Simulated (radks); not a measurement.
Spherical quantum dot in the effective-mass picture: electrons in a hard-walled sphere of radius 5.25, with a point charge +2 (a donor) at the centre, all in effective atomic units (hartree* = m*/eps^2 hartree, bohr* = eps/m* bohr), one dielectric constant everywhere. Method: non-relativistic Kohn-Sham, LDA (Slater exchange, Perdew-Wang correlation), spin-polarised, spherical densities; computed with a radial shooting solver with Libxc functionals. Levels are named by radial order and angular momentum (1s, 1p, 1d, 2s, ...), and open shells are averaged over m. Results are scaled to m* = 0.045 and eps = 8.9, for which hartree* = 15.46 meV and bohr* = 10.47 nm.

N = 19, configuration 1s2 1p6 1d(up 5, down 4) 2s2. This is the lowest configuration that the search found. Occupied and some empty levels:

level    occupation  eigenvalue (meV)  <r> (nm)
1s up             1            63.247     19.22
1s down           1            63.296     18.63
2s up             1            66.169     29.56
1p up             3            66.257     38.57
2s down           1            66.269     30.11
1p down           3            66.399     38.55
1d up             5            68.773     39.86
1d down           4            68.919     39.85
1f up             0            72.202     40.86
1f down           0            72.350     40.86
1g up             0            76.484     41.70
1g down           0            76.632     41.70
2p up             0            79.026     27.19
2p down           0            79.100     27.16

Energy (meV): total 579.289, kinetic 196.72, external -249.33, Hartree 725.91, exchange-correlation -94.013.

Electron density:

r (nm)  n(r) (e/nm^3)
1.52         0.001755
4.25        0.0006529
6.99        0.0002594
9.73        0.0001098
12.5       0.00005008
15.2       0.00002584
17.9       0.00001687
20.7       0.00001505
23.4       0.00001716
26.2       0.00002177
28.9       0.00002803
31.6       0.00003515
34.4       0.00004188
37.1       0.00004665
39.8       0.00004752
42.6       0.00004306
45.3       0.00003323
48.0       0.00002016
50.8        8.032e-06
53.5        9.471e-07
